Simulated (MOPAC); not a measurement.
Input file for MOPAC: AM1 on GeH3I (SMILES [GeH3][I]), a point of a bond scan (R = 4.906 Å).

```
AM1 1SCF PRECISE CHARGE=0 THREADS=1
GeH3I

Ge    -1.51348008 1    -0.02835708 1    -0.00004782 1
I      1.02558411 1     0.01921569 1     0.00003240 1
H     -2.91607589 1    -3.99255119 1    -2.52707259 1
H     -1.97362434 1    -0.10568289 1     1.46032032 1
H     -1.99917948 1     1.26184539 1    -0.67076445 1
```

Program output:

```
*******************************************************************************
 **                                                                           **
 **                              MOPAC v23.2.5                                **
 **                                                                           **
 *******************************************************************************
 ** MOPAC's Digital Object Identifier: https://doi.org/10.5281/zenodo.6511958 **
 **                                                                           **
 ** Please cite the open-source release paper for use of this MOPAC version:  **
 ** J. E. Moussa and J. J. P. Stewart (2026)                                  **
 ** MOPAC: An open-source semiempirical molecular orbital program             **
 ** J. Open Source Softw., 11(119), 8025, https://doi.org/10.21105/joss.08025 **
 *******************************************************************************

                              AM1 CALCULATION RESULTS

 *******************************************************************************
 *  AM1        - The AM1 Hamiltonian to be used
 *
 *
 *
 *                 CHARGE ON SYSTEM = 0
 *
 *
 *
 *  PRECISE    - TIGHTER CRITERIA TO BE USED
 *  1SCF       - DO 1 SCF AND THEN STOP
 *  THREADS=1  - MULTI-THREADING NOT USED
 *  T=         - A TIME OF 172800.0 SECONDS REQUESTED
 *  DUMP=N     - RESTART FILE WRITTEN EVERY 7200.0 SECONDS REQUESTED
 *******************************************************************************
AM1 1SCF PRECISE CHARGE=0 THREADS=1
 GeH3I

   ATOM   CHEMICAL          X               Y               Z
  NUMBER   SYMBOL      (ANGSTROMS)     (ANGSTROMS)     (ANGSTROMS)

     1      Ge         -1.51348008  *  -0.02835708  *  -0.00004782  *
     2       I          1.02558411  *   0.01921569  *   0.00003240  *
     3       H         -2.91607589  *  -3.99255119  *  -2.52707259  *
     4       H         -1.97362434  *  -0.10568289  *   1.46032032  *
     5       H         -1.99917948  *   1.26184539  *  -0.67076445  *



          CARTESIAN COORDINATES

    NO.       ATOM           X           Y           Z

     1        Ge         -1.5135     -0.0284     -0.0000
     2         I          1.0256      0.0192      0.0000
     3         H         -2.9161     -3.9926     -2.5271
     4         H         -1.9736     -0.1057      1.4603
     5         H         -1.9992      1.2618     -0.6708

  H: (AM1): M.J.S. DEWAR ET AL, J. AM. CHEM. SOC. 107 3902-3909 (1985)
 Ge: (AM1): M.J.S.Dewar and C.Jie, Organometallics, 8, 1544, (1989)
  I: (AM1): M.J.S. DEWAR AND E. G. ZOEBISCH, THEOCHEM, 180, 1 (1988).

           Empirical Formula: H3 Ge I  =     5 atoms



      MOLECULAR POINT GROUP   :   Cs


      RHF CALCULATION, NO. OF DOUBLY OCCUPIED LEVELS = 7



 ALL CONVERGERS ARE NOW FORCED ON
 SHIFT=10, PULAY ON, CAMP-KING ON
 AND ITERATION COUNTER RESET



 -------------------------------------------------------------------------------
 AM1 1SCF PRECISE CHARGE=0 THREADS=1
 GeH3I



     1SCF WAS SPECIFIED, SO BFGS WAS NOT USED
     SCF FIELD WAS ACHIEVED


                              AM1 CALCULATION
                                                       MOPAC v23.2.5 Linux




          FINAL HEAT OF FORMATION =        165.56572 KCAL/MOL =     692.72697 KJ/MOL


          COSMO AREA              =        133.62 SQUARE ANGSTROMS
          COSMO VOLUME            =        112.96 CUBIC ANGSTROMS

          IONIZATION POTENTIAL    =          7.331745 EV
          HOMO LUMO ENERGIES (EV) =         -7.332 -4.324
          NO. OF FILLED LEVELS    =          7
          MOLECULAR WEIGHT        =        202.5182         POINT GROUP:  Cs

          MOLECULAR DIMENSIONS (Angstroms)

            Atom       Atom       Distance
            H     3    I     2     6.16581
            H     3    H     5     3.03036
            I     2    H     4     2.30063


          SCF CALCULATIONS        =          1





   ATOM   CHEMICAL          X               Y               Z
  NUMBER   SYMBOL      (ANGSTROMS)     (ANGSTROMS)     (ANGSTROMS)

     1      Ge         -1.51348008  *  -0.02835708  *  -0.00004782  *
     2       I          1.02558411  *   0.01921569  *   0.00003240  *
     3       H         -2.91607589  *  -3.99255119  *  -2.52707259  *
     4       H         -1.97362434  *  -0.10568289  *   1.46032032  *
     5       H         -1.99917948  *   1.26184539  *  -0.67076445  *

                             CARTESIAN COORDINATES

   1   Ge       -1.513480080    -0.028357080    -0.000047820
   2    I        1.025584110     0.019215690     0.000032400
   3    H       -2.916075890    -3.992551190    -2.527072590
   4    H       -1.973624340    -0.105682890     1.460320320
   5    H       -1.999179480     1.261845390    -0.670764450


           Empirical Formula: H3 Ge I  =     5 atoms



      MOLECULAR POINT GROUP   :   Cs


                  EIGENVALUES
 -29.38407 -14.13750 -11.85534 -11.07219 -10.30626 -10.13262  -7.33174  -4.32387
  -1.11871   0.92049   2.32487


              NET ATOMIC CHARGES AND DIPOLE CONTRIBUTIONS

  ATOM NO.   TYPE          CHARGE      No. of ELECS.   s-Pop       p-Pop
    1         Ge          -0.173623        4.1736     0.97099     3.20263
    2          I          -0.069714        7.0697     1.97536     5.09436
    3          H           0.164129        0.8359     0.83587
    4          H           0.039605        0.9604     0.96040
    5          H           0.039604        0.9604     0.96040
 DIPOLE           X         Y         Z       TOTAL
 POINT-CHG.    -2.136    -2.910    -1.842     4.053
 HYBRID        -0.595     0.165     0.113     0.628
 SUM           -2.731    -2.745    -1.729     4.241


          ATOMIC ORBITAL ELECTRON POPULATIONS

     Atom    s        px        py        pz
    1 Ge   0.97099   0.97487   1.12791   1.09985
    2  I   1.97536   1.12192   1.98087   1.99157
    3  H   0.83587
    4  H   0.96040
    5  H   0.96040

 **********************
 *                    *
 * JOB ENDED NORMALLY *
 *                    *
 **********************




 == MOPAC DONE ==
```

The run finished.

Cost: very roughly 0.09 core-seconds.
